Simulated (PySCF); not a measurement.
Orbital energies and ionisation energy

Species: C₈H₁₁P.
Geometry (PBE0-D3(BJ)/def2-SVP, Å), atoms numbered from 1 in this order:
```xyz
20
C8H11P angstrom
C      2.5062    2.3206    0.0979
C      2.1113    1.2052   -0.1648
C      1.6042   -0.1118   -0.4947
P      0.0313   -0.0263   -1.5408
C     -0.5406   -1.7936   -1.3560
C     -1.2850   -1.9277   -0.0205
C     -1.7185   -0.5535    0.3951
C     -1.1548    0.4949   -0.2252
C     -1.4164    1.9366    0.0595
H      2.8688    3.3042    0.3308
H      2.3528   -0.6628   -1.0895
H      1.4126   -0.6899    0.4248
H      0.3007   -2.4949   -1.4646
H     -1.2246   -1.9853   -2.1979
H     -0.6378   -2.3662    0.7629
H     -2.1430   -2.6154   -0.1081
H     -2.4460   -0.4247    1.2059
H     -1.8171    2.4459   -0.8321
H     -2.1351    2.0595    0.8835
H     -0.4839    2.4580    0.3281
```

Level: CAM-B3LYP/def2-SVPD (PySCF). Frontier orbitals with their largest atomic shares (Löwdin; up to four atoms above 4 %):

| orbital | ε (eV) | main atoms |
| --- | --- | --- |
| HOMO−3 | -9.21 | C1 33 %, C2 32 %, C8 7 %, C3 6 % |
| HOMO−2 | -9.10 | C1 35 %, C2 33 %, C3 7 %, C8 5 % |
| HOMO−1 | -8.59 | P4 25 %, C8 14 %, C7 12 %, C1 8 % |
| HOMO | -7.67 | ? |
| LUMO | 0.98 | C7 22 %, C8 20 %, P4 12 %, C3 9 % |
| LUMO+1 | 1.31 | C7 13 %, C6 11 %, H16 7 %, C5 7 % |
| LUMO+2 | 1.61 | C1 14 %, P4 14 %, C5 11 %, C9 9 % |

What vertical ionisation energy does ΔSCF give, and how far is −ε(HOMO) from it?

ΔSCF: 8.28 eV (799 kJ/mol; threshold wavelength 150 nm); ⟨S²⟩ of the doublet left behind is 0.764, against 0.75 for a pure doublet. −ε(HOMO) is 7.67 eV, 0.61 eV below it. For the exact functional −ε(HOMO) would equal the first vertical ionisation energy; CAM-B3LYP (range-separated hybrid) falls short of its own ΔSCF value by 7 %.

On which atoms does the HOMO lie?

P4 (phosphine phosphorus) 37 %, C8 (fully substituted alkene carbon) 14 %, C7 (alkene CH carbon) 14 %, C3 (sp3 carbon bound to phosphorus) 10 %, so no atom holds as much as 40 %. The HOMO−1 lies 0.92 eV lower.

With α = 115.9 au, estimate the like-pair dispersion coefficient by London's formula C6 = (3/4)α²I.

I = 0.3044 Eh, so C6 ≈ 3070 au, a rough estimate.

What kinetic energy would electrons from this vertical process carry with Lyman-α light (10.199 eV)?

10.20 − 8.28 = 1.92 eV.

One conformer (not necessarily the lowest) at the PBE0-D3(BJ)/def2-SVP geometry, without solvent, vibrations or thermal averaging.

These values come from a run that also computed excited states and ΔSCF ions. Hardware: one thread, Arm Neoverse V2 (aarch64) (shared host). Cost: 4.7 min of wall time, 1.3 GiB resident at most.
